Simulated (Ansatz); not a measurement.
Computed with Ansatz on PBE0-D4/def2-TZVP structures; ΔE is electronic, products minus reactants. CBS: MP2 limit from def2 TZ/QZ plus the TZ coupled-cluster correction, frozen cores. This one scheme is used for every species. DFT in def2-TZVPP. B3LYP here is the variant with VWN-RPA as its local correlation; programs differ in this. HSE06 is defined as in plane-wave codes. One conformer a species, not always the lowest.

Reaction (formal hydrolysis of the Si–Cl bond): `CO[SiH2][SiH2]Cl` + H₂O → `CO[SiH2][SiH2]O` + HCl

`CO[SiH2][SiH2]Cl`:

Cartesian coordinates in Å:
```
C -2.142 -0.578 -0.745
O -0.774 -0.232 -0.743
Si 0.072 0.047 0.640
Si 2.258 0.572 -0.004
Cl 3.311 0.930 1.739
H -2.752 0.210 -0.288
H -2.317 -1.515 -0.205
H -2.460 -0.708 -1.780
H 0.067 -1.154 1.526
H -0.523 1.174 1.416
H 2.929 -0.543 -0.719
H 2.332 1.797 -0.839
```

H₂O:

Cartesian coordinates in Å:
```
O -0.236 -0.122 0.285
H 0.705 -0.290 0.193
H -0.469 0.412 -0.477
```

`CO[SiH2][SiH2]O`:

```xyz
13

C    -0.055   -2.154   -0.696
O    -0.273   -0.845   -0.216
Si    0.942    0.279   -0.091
Si   -0.307    2.084    0.758
O    -1.857    1.514    0.804
H    -1.005   -2.691   -0.679
H     0.662   -2.692   -0.067
H     0.321   -2.141   -1.725
H     1.568    0.506   -1.427
H     2.022   -0.232    0.806
H     0.142    2.488    2.118
H    -0.229    3.289   -0.112
H    -1.931    0.595    0.529
```

HCl:

```xyz
2

Cl    0.041   -0.488   -0.411
H    -0.041    0.488    0.411
```

```
             level  ΔE (kJ/mol)  difference from CCSD(T)/CBS
       LDA (SPW92)          6.0                         -9.3
            PBE-D4         16.0                          0.7
         revPBE-D4         17.1                          1.8
           BLYP-D4          9.8                         -5.5
         r2SCAN-D4         11.9                         -3.4
            B97M-V         10.1                         -5.2
           PBE0-D4         17.5                          2.2
          B3LYP-D4         11.0                         -4.3
        r2SCANh-D4         12.8                         -2.5
          HSE06-D4         17.9                          2.6
          BHLYP-D4         11.8                         -3.5
      CAM-B3LYP-D4          6.2                         -9.1
           ωB97X-V         11.4                         -3.9
           ωB97M-V         11.7                         -3.6
            B2PLYP         10.1                         -5.2
          PBE-QIDH         15.6                          0.3
               PBE         15.6                          0.3
            revPBE         19.2                          3.9
              BLYP          9.3                         -6.0
            r2SCAN         11.9                         -3.4
              PBE0         17.1                          1.8
           r2SCANh         12.8                         -2.5
           r2SCAN0         13.9                         -1.4
             HSE06         17.3                          2.0
             BHLYP          9.7                         -5.6
           LC-ωPBE         12.4                         -2.9
RPA@PBE/def2-TZVPP          7.1                         -8.2
       HF/def2-SVP         13.7                         -1.6
      MP2/def2-SVP          7.1                         -8.2
  CCSD(T)/def2-SVP          6.2                         -9.1
     HF/def2-TZVPP         12.2                         -3.1
    MP2/def2-TZVPP         13.1                         -2.2
SCS-MP2/def2-TZVPP         10.4                         -4.9
   CCSD/def2-TZVPP          9.5                         -5.8
CCSD(T)/def2-TZVPP          9.5                         -5.8
     HF/def2-QZVPP         12.4                         -2.9
SCS-MP2/def2-QZVPP         13.8                         -1.5
      HF/CBS(def2)         12.4                         -2.9
     MP2/CBS(def2)         18.9                          3.6
    CCSD/CBS(def2)         15.3                          0.0
       CCSD(T)/CBS         15.3                            0
```

Largest T1 diagnostic among the species: 0.012.

Leaving LDA and LC-ωPBE aside and taking each functional with its dispersion term where it has one, the values spread over 11.7 kJ/mol, from CAM-B3LYP-D4 to HSE06-D4. LDA lies −9.6 kJ/mol from PBE without D4. At CCSD(T), def2-SVP lies −9.2 kJ/mol from the extrapolated value and def2-TZVPP −5.8 kJ/mol.

CCSD(T)/CBS has its own doubt, a few kJ/mol and more with outer-core shells, so smaller differences from it don't rank the levels.
